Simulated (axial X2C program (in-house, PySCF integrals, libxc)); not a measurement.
Values are calculated unless marked as measured or tabulated.
# KP⁺: input and output

Program: an in-house relativistic program for diatomic molecules.

Input:
```json
{"zs": [19, 15], "q": 1, "bas": ["dyall-cv3z", "dyall-v3z"], "levels": ["PBE0", "HF", "PBE"], "cc": true, "r0": 2.95, "thr": -2.0, "nmax": 90, "npts": 10, "nst": 2, "ntry": 6}
```
```bash
python so2c.py task.json out
```

Keys: zs atomic numbers; q charge; bas basis sets; levels methods; cc coupled cluster on or off; r0 starting distance in Å; thr threshold in hartree for freezing inner shells (an s shell follows its p shell); nmax most natural virtual spinors; npts points on the curve; nst determinants followed; ntry starts of the search. HF also brings MP2.

Output of the HF step, two-component, at R = 3.531 Å for the state Ω = 3/2. It starts from PBE0 orbitals of this distance.

```
two-component X2C + atomic mean field  HF
basis functions 144  fitting functions 658  grid points 5085
iter        total energy     max residual
   1       -942.687372988     1.72e-01
   2       -942.697632646     5.63e-03
   3       -942.697760170     1.19e-03
   4       -942.697771528     4.90e-04
   5       -942.697775066     2.58e-04
   6       -942.697776025     1.21e-04
   7       -942.697776380     5.12e-05
   8       -942.697776435     2.08e-05
   9       -942.697776444     8.65e-06
  10       -942.697776446     7.09e-06
  11       -942.697776448     5.48e-06
  12       -942.697776450     8.82e-06
  13       -942.697776451     6.95e-06
  14       -942.697776451     2.56e-06
converged
one-electron -1378.45640940  Coulomb 448.71267000  exact exchange -55.50459804  xc functional 0.00000000  nuclear repulsion 42.71183945  atomic mean-field constant -0.16127846
correlated 13  virtual 209  natural virtual 90  E(MP2) -0.309542089  MP2 remainder -0.008410778
iter   CCSD correlation   residual
   1     -0.331318883   9.79e-02
   2     -0.338706359   2.65e-02
   3     -0.338843704   4.99e-03
   4     -0.338837076   1.16e-03
   5     -0.338831041   4.16e-04
   6     -0.338833392   2.02e-04
   7     -0.338834798   8.69e-05
   8     -0.338834284   5.07e-05
   9     -0.338834022   3.36e-05
  10     -0.338834265   1.21e-05
  11     -0.338834396   3.87e-06
  12     -0.338834436   2.42e-06
  13     -0.338834446   1.83e-06
(T) -0.009966366  T1 0.0048  D1 0.0109  max T2 0.082
```
Energies are in hartree; totals compare only within one Hamiltonian and basis. T1 in the output is the amplitude norm over the root of the electron number; divide by √2 for the Lee–Taylor value.
